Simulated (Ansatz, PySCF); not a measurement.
Ti(Cl)2(OSiH3) (Cl2H3OSiTi), SMILES [SiH3][O][Ti+]([Cl])[Cl], charge +1, multiplicity 1. Atoms are numbered in the order given.

```xyz
8

Ti    -0.3239     0.2380     0.7905
Cl     0.5919    -1.4429     1.7071
Cl     0.9073     1.9625     0.9095
O     -0.6566    -0.1071    -0.8140
Si    -0.6333    -0.5127    -2.5340
H      0.2020     0.5493    -3.1407
H     -2.0635    -0.4626    -2.9157
H     -0.0335    -1.8662    -2.5744
```
Charge +1, spin multiplicity 1.

Geometry optimised at PBE0-D3(BJ)/def2-SVP. The multiplicity is an assumed one; no other spin state was optimised. The isomer is the one that the SMILES or the coordinates give; other isomers of the formula were not compared. The values are those of a single conformer.

Two levels are set side by side: PBE-D3(BJ)/def2-SVP (Ansatz, a program for electronic structure) and PBE0-D3(BJ)/def2-SVP (Ansatz). Each level has its own optimised geometry; the coordinates shown are those of the second. Frequencies come from the Hessian of PySCF at each geometry. Differences are taken from unrounded values.

```csv
quantity,PBE0-D3(BJ),PBE-D3(BJ),PBE-D3(BJ) minus PBE0-D3(BJ)
mean bond length (Å),1.733,1.748,0.015
bond Ti1–Cl2 (Å),2.122,2.141,0.019
bond Ti1–Cl3 (Å),2.122,2.141,0.019
bond Ti1–O4 (Å),1.675,1.698,0.024
bond O4–Si5 (Å),1.767,1.776,0.008
bond Si5–H6 (Å),1.481,1.493,0.012
bond Si5–H7 (Å),1.481,1.493,0.012
bond Si5–H8 (Å),1.481,1.493,0.012
highest harmonic wavenumber (cm⁻¹),2323,2247,-77
mean harmonic wavenumber (cm⁻¹),794,765,-30
zero-point energy (kcal/mol),20.44,19.67,-0.77
```

Exact exchange shortens and stiffens bonds; PBE has none. Differences between two approximate levels are no errors against the true value.
